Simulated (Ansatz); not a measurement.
[Eu(NH3)6]3+ (EuN₆H₁₈³⁺). Total charge 3; septet. Geometry PBE-D4/def2-SVP.

```xyz
25

Eu    0.0001   -0.0005   -0.0009
N     1.9657   -1.3099   -1.0922
H     1.8677   -1.5118   -2.1047
H     2.1346   -2.2437   -0.6714
H     2.8886   -0.8404   -1.0245
N    -1.9559    1.3167    1.0984
H    -1.8732    1.4811    2.1186
H    -2.8881    0.8724    0.9969
H    -2.0957    2.2679    0.7079
N    -1.4834   -1.2472   -1.7371
H    -1.5337   -0.7769   -2.6615
H    -2.4781   -1.3492   -1.4599
H    -1.1933   -2.2155   -1.9701
N     1.4663    1.2539    1.7446
H     1.2260    2.2493    1.9072
H     2.4782    1.2794    1.5176
H     1.4400    0.8371    2.6946
N     0.7029    1.9091   -1.6231
H     1.3064    1.6157   -2.4132
H     1.2309    2.6893   -1.1898
H    -0.0956    2.3824   -2.0871
N    -0.6956   -1.9227    1.6091
H    -1.3823   -1.6620    2.3402
H     0.0942   -2.3263    2.1474
H    -1.1270   -2.7480    1.1532
```

In the def2 sets Eu takes a core potential; there is no spin–orbit coupling. With an open 4f shell the SCF may have ended on a state above the lowest. At LDA (SPW92)/def2-TZVP, PBE-D4/def2-TZVP, r2SCAN-D4/def2-TZVP the charge 3 septet is spin-contaminated (final ⟨S²⟩ up to 12.25, 12.00 for a pure state).

Task: Estimate the α-spin orbital energies around the gap (eV) in Ansatz with LDA (SPW92)/def2-TZVP, PBE-D4/def2-TZVP, r2SCAN-D4/def2-TZVP, r2SCANh-D4/def2-TZVP, PBE0-D4/def2-SVP.

Result: 
```csv
orbital,LDA (SPW92)/def2-TZVP,PBE-D4/def2-TZVP,r2SCAN-D4/def2-TZVP,r2SCANh-D4/def2-TZVP,PBE0-D4/def2-SVP
HOMO−13,-23.17,-23.17,-23.58,-24.19,-24.84
HOMO−12,-23.16,-23.16,-23.57,-24.18,-24.83
HOMO−11,-20.60,-20.45,-20.95,-23.04,-24.82
HOMO−10,-20.17,-20.08,-20.83,-22.78,-24.81
HOMO−9,-20.17,-20.08,-20.77,-22.78,-24.80
HOMO−8,-19.76,-19.80,-20.77,-22.02,-24.50
HOMO−7,-19.76,-19.80,-20.49,-22.02,-24.46
HOMO−6,-19.74,-19.65,-20.49,-22.00,-24.46
HOMO−5,-19.25,-19.59,-20.17,-21.47,-22.18
HOMO−4,-19.11,-19.36,-20.17,-21.12,-21.73
HOMO−3,-19.11,-19.36,-20.03,-21.12,-21.73
HOMO−2,-19.05,-19.23,-19.96,-20.53,-21.14
HOMO−1,-18.82,-18.93,-19.52,-20.33,-21.00
HOMO,-18.81,-18.93,-19.51,-20.32,-21.00
LUMO,-18.67,-18.55,-18.64,-18.22,-17.54
LUMO+1,-13.46,-13.22,-13.31,-13.17,-12.31
LUMO+2,-13.34,-13.10,-13.26,-13.12,-12.20
LUMO+3,-13.33,-13.10,-13.25,-13.11,-12.19
LUMO+4,-12.17,-12.06,-11.48,-11.27,-11.14
LUMO+5,-11.11,-11.00,-10.49,-10.32,-10.14
β HOMO,-19.49,-19.45,-19.82,-20.40,-21.01
β LUMO,-14.51,-14.69,-13.78,-13.31,-13.15
```
